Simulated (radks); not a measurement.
Excited configurations of Li: one electron is placed in a higher orbital outside [He]. The ground configuration is [He] 2s1. All-electron calculation, scalar-relativistic Kohn-Sham, PBE, spin-unpolarised, spherical densities, finite nucleus; Fermi nuclear charge, rms radius 2.444 fm; without spin polarisation the odd electron is poorly described. Program: a radial shooting solver on a logarithmic mesh with Libxc functionals. Excitation = E - E(ground); binding = E(ion) - E, where the ion is the core of charge +1; n* = 1/sqrt(2 binding) in atomic units, and the quantum defect is n - n*.

outer orbital,excitation (eV),binding (eV),quantum defect,eigenvalue (eV),<r> (bohr)
4p,4.265,1.032,0.369,-0.635,20.15
5p,4.620,0.676,0.514,-0.438,31.96
7s,4.912,0.384,1.047,-0.264,59.33

The Delta-SCF ionisation energy is 5.296 eV (NIST Atomic Spectra Database: 5.392 eV, measured). Self-interaction in the functional shifts the binding energies and quantum defects, so they are the method's values and not measured ones. Spin polarisation and multiplet splitting are left out, so open shells lie too high by an amount that depends on their filling.
